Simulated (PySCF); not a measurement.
GeH₂F₂, SMILES [F][GeH2][F]. Atoms are numbered in the order given.

```xyz
5

Ge     0.0000     0.0000     0.3343
F      1.3718     0.0000    -0.7173
F     -1.3718     0.0000    -0.7173
H      0.0000     1.3138     1.1062
H      0.0000    -1.3138     1.1062
```

Geometry optimised at ωB97X-D3(BJ)/def2-TZVP.

Level of theory: PBE0/def2-TZVPD in PySCF.

Symmetry labels are those of the subgroup C2v that the program uses (full group C2v).

Computed valence orbital energies around the gap with their symmetry:
| orbital | symmetry | energy (eV) |
|---|---|---|
| HOMO−7 | A1 | -16.59 |
| HOMO−6 | B1 | -13.19 |
| HOMO−5 | A1 | -12.87 |
| HOMO−4 | B2 | -12.82 |
| HOMO−3 | A2 | -11.74 |
| HOMO−2 | B1 | -11.50 |
| HOMO−1 | A1 | -11.43 |
| HOMO | B2 | -10.10 |
| LUMO | B1 | -0.34 |
| LUMO+1 | A1 | -0.13 |
| LUMO+2 | A1 | 0.15 |
| LUMO+3 | A1 | 1.11 |
